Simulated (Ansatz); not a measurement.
Molecule: C₅H₄F (charge 0, doublet). It need not be the lowest isomer of its formula. SMILES: FC1=C[C]=CC1
Coordinates optimised at B3LYP-D3(BJ)/def2-TZVP (Ansatz, a quantum-chemistry and plane-wave program):
```
C
H 1 1.0947
H 1 1.0947 2 107.54
C 1 1.4971 2 111.42 3 122.38
F 4 1.3376 1 120.46 2 -60.06
C 4 1.3403 5 126.95 1 -180.00
H 6 1.0771 4 127.98 5 0.00
C 6 1.4554 7 127.65 4 180.00
C 8 1.3278 6 114.98 7 -180.00
H 9 1.0776 8 129.94 6 -180.00
```
Charge 0, spin multiplicity 2.

Quantity: atomisation energy (electronic, to ground-state atoms), in kJ/mol. Valence correlation only, unless marked. UHF or UKS for open shells. Spin-orbit coupling is left out. No relativistic terms. The coupled-cluster limit lacks core correlation, which all-electron functionals hold. CBS marks a two-point X^-3 extrapolation of the correlation energy; Hartree-Fock from the larger set.

```
level                                program  atomisation energy (kJ/mol)
----------------------------  --------------  ---------------------------
HF/cc-pVTZ                            Ansatz                       3246.2
B3LYP-D4/def2-TZVPD           Ansatz + dftd4                       4461.9
PBE0-D3(BJ)/def2-TZVPD        Ansatz + dftd3                       4551.6
PBE0-D4/def2-TZVPD            Ansatz + dftd4                       4551.0
PBE0/def2-TZVPD                       Ansatz                       4533.6
BHLYP-D3(BJ)/def2-TZVPD       Ansatz + dftd3                       4296.5
B2GP-PLYP-D3(BJ)/def2-TZVPD   Ansatz + dftd3                       4414.8
B2PLYP/def2-TZVPD                     Ansatz                       4414.9
MP2/6-31G*                            Ansatz                       4179.8
RI-MP2/CBS(cc-pVTZ,cc-pVQZ)           Ansatz                       4511.0
SCS-MP2/cc-pVDZ                       Ansatz                       4084.0
SCS-MP2/cc-pVTZ                       Ansatz                       4314.0
SCS-MP2/cc-pVQZ                       Ansatz                       4388.9
CCSD/cc-pVQZ                          Ansatz                       4300.0
CCSD(T)/CBS(cc-pVTZ,cc-pVQZ)          Ansatz                       4441.5
```

The UHF reference is spin-contaminated (<S^2> 0.48 over the pure value in the largest basis).
